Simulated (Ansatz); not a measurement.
Basis-set extrapolation for C$_{3}$H$_{9}$FSi (`C[SiH2]C(C)F`) (PBE0-D4/def2-TZVP geometry, frozen core, Ansatz 0.2.0). Multiplicity 1, RHF reference.

|  | def2-TZVPP | def2-QZVPP |
| --- | --- | --- |
| HF | -507.318148 | -507.337176 |
| MP2 correlation | -0.903888 | -0.971023 |
| CCSD(T) correlation | -0.992952 | not run |

Energies in hartree. Use E(X) = E(∞) + A·exp(−7.88·√X) for Hartree–Fock and E(X) = E(∞) + B·X^(−2.97) for correlation, with X = 3 and 4, and add CCSD(T) minus MP2 of the smaller set to the MP2 limit.

**Question.** What is the CCSD(T) energy at the basis-set limit?

**Answer.** HF limit: -507.337176 + (-0.019028) × 0.13774 = -507.33980. MP2 limit: -0.971023 + (-0.067135) × 0.74074 = -1.02075. Higher-order term: -0.992952 − (-0.903888) = -0.08906. Total: -508.44961 hartree, 363.7 kJ/mol below CCSD(T)/def2-TZVPP.
